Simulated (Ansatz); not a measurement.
Consider the formal exchange of groups at a Ge–O bond: `CC(C)[O][Ge][O]C(C)C` + `CC(=O)Cl` → `CC(C)[O][Ge][Cl]` + `CC(=O)OC(C)C`.

Isolated molecules relaxed with PBE0-D4/def2-TZVP in Ansatz; ΔE leaves out vibrations. CBS: MP2 limit from def2 TZ/QZ plus the TZ coupled-cluster correction, frozen cores. Functionals use def2-TZVPP. B3LYP here is the variant with VWN-RPA as its local correlation; programs differ in this. For Ge outer-core shells are correlated without core-valence functions, which leaves a few kJ/mol of doubt a bond. Scalar relativity is left out up to krypton. Each species was taken in one conformer, which may not be the lowest.

```json
{"level": "B3LYP-D4", "ΔE (kcal/mol)": "-20.2"}
{"level": "ωB97X-V", "ΔE (kcal/mol)": "-21.1"}
{"level": "ωB97M-V", "ΔE (kcal/mol)": "-21.0"}
{"level": "CCSD/def2-TZVPP", "ΔE (kcal/mol)": "-19.8"}
```

**Question.** What does CCSD(T)/CBS give? (An estimate is asked.)

**Answer.** The calculation gave: -19.2 kcal/mol. The listed levels differ from it by -1.0, -1.9, -1.8, -0.6 kcal/mol.

Largest T1 diagnostic among the species: 0.014.

From PBE to PBE0 (25 % exact exchange), in def2-TZVPP and without D4, ΔE moves by −2.5 kcal/mol. In def2-TZVPP, CCSD(T) changes the Hartree–Fock value by +6.3 kcal/mol (the triples alone add +1.0 kcal/mol) and MP2 by +7.3 kcal/mol.
